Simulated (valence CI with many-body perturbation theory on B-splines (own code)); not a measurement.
**Pb31+: what each term of the Hamiltonian does**

Calculated by relativistic CI+MBPT: five valence electrons over a frozen Dirac-Fock core [Kr] 4d10, radial functions for each j: 7 s, 7 p, 7 d, 7 f, 4 g, 2 h, with the one-electron correlation potential Σ1 (screened to all orders), the two-electron term Σ2, the three-electron term Σ3, Breit, model QED; selected single and double excitations, second order for the rest (own B-spline code, finite nucleus).

The last digits are not significant, and no measured levels were compared; by estimate large intervals hold to a few tenths of a per cent, small ones and those within an open d or f shell to about a per cent. Core correlation moves these levels by up to 6200 cm⁻¹, and in measured spectra 5 to 20 % of such shifts remained as error; rates that hang on mixing are uncertain with them. Among the levels kept, up to 760 cm⁻¹ of a level comes from second order outside the variational space, and about a tenth of that is noise between levels of different J, which matters for small intervals. Only levels of the ground parity were solved; by the run's estimate the other parity begins above the list, which can be wrong where configurations are misplaced.

Each rung adds one term. CI alone is the Dirac-Coulomb CI over the frozen core; QED comes last and gives the full result, which names the levels. Energies are above (4f5/2^5) J=5/2 on the same rung, in cm⁻¹.

Levels are named by their leading jj configuration (3d3/2^4 stands for four electrons in 3d with j = 3/2), which in mixed levels can hold well under half, so a name can repeat and another be missing. Letters in brackets count levels of one name in rising energy.

```tsv
Level	CI alone	Σ1	Σ2	Σ3	Breit	QED	Full
(4f5/2^4 4f7/2) J=7/2	28350	+662	+1664	+236	-2114	+184	28982
(4f5/2^4 4f7/2) J=5/2	41281	+583	+979	-24	-1580	+152	41390
(4f5/2^4 4f7/2) J=3/2 [a]	44475	+656	+1067	+126	-1697	+172	44800
(4f5/2^3 4f7/2^2) J=9/2 [a]	49230	+996	+2251	+246	-3652	+269	49340
(4f5/2^4 4f7/2) J=1/2	49518	+788	+1062	+20	-2125	+205	49469
(4f5/2^4 4f7/2) J=11/2 [a]	63163	+1071	+2120	+132	-4441	+280	62323
(4f5/2^3 4f7/2^2) J=7/2 [a]	64414	+1010	+1584	+246	-3146	+262	64370
(4f5/2^4 4f7/2) J=15/2	69233	+705	+1343	-499	-4888	+171	66065
(4f5/2^4 4f7/2) J=13/2	72041	+1019	+1755	-118	-4994	+257	69960
(4f5/2^4 4f7/2) J=9/2 [a]	81475	+1138	+1143	+375	-4019	+288	80401
(4f5/2^3 4f7/2^2) J=5/2 [a]	86283	+1274	+2041	+152	-3257	+323	86815
(4f5/2^4 4f7/2) J=11/2 [b]	95270	+1213	+1074	+479	-4685	+305	93656
(4f5/2^3 4f7/2^2) J=15/2 [a]	96200	+1432	+3198	-9.1	-6671	+371	94521
(4f5/2^3 4f7/2^2) J=9/2 [b]	97138	+1169	+2196	-161	-3682	+292	96953
(4f5/2^3 4f7/2^2) J=3/2 [a]	95682	+1350	+3140	+242	-3397	+342	97360
(4f5/2^3 4f7/2^2) J=13/2 [a]	101880	+1343	+1873	+33	-5592	+342	99879
(4f5/2^3 4f7/2^2) J=5/2 [b]	100598	+1092	+492	+282	-2663	+267	100067
(4f5/2^3 4f7/2^2) J=11/2 [a]	101754	+1336	+1901	+146	-4803	+334	100668
(4f5/2^3 4f7/2^2) J=7/2 [b]	110431	+1495	+2710	+91	-4387	+372	110712
```

The middle columns are the shifts that each term adds.

Task: How does the ionisation energy move along the ladder, and which term matters most?

Result: CI alone 1145.1, + Σ1 1148.6, + Σ2 1160.9, + Σ3 1161.0, + Breit 1160.6, + QED 1160.7 eV. The largest step is Σ2, 12.3 eV. NIST lists 1180 ± 60 eV (theoretical).
